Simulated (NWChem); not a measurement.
Species: C3H3 cation

```xyz
6

C      0.0000     0.0000    -1.3386
C      0.0000     0.0000    -0.1033
C      0.0000     0.0000     1.2447
H      0.0000     0.0000    -2.4259
H      0.0000     0.9468     1.8079
H      0.0000    -0.9468     1.8079
```
Atoms are numbered in this order, from 1.

All runs: NWChem. Pople sets run with spherical d functions. Geometry: optimised at PBE0/def2-SVP. Atomic charges in e: unrestrained fits to the electrostatic potential beside Mulliken populations; buried atoms are poorly determined by the fit.

### Question
What does the run give for Hartree-Fock/6-31G*? Quantities: ESP C1; Mulliken C1; ESP C2; Mulliken C2; ESP C3; Mulliken C3; relative RMS misfit of the potential (%).

### Answer
| Item | Value |
|---|---|
| ESP C1 | 0.07 |
| Mulliken C1 | -0.06 |
| ESP C2 | -0.07 |
| Mulliken C2 | 0.09 |
| ESP C3 | 0.31 |
| Mulliken C3 | -0.18 |
| relative RMS misfit of the potential (%) | 3 |
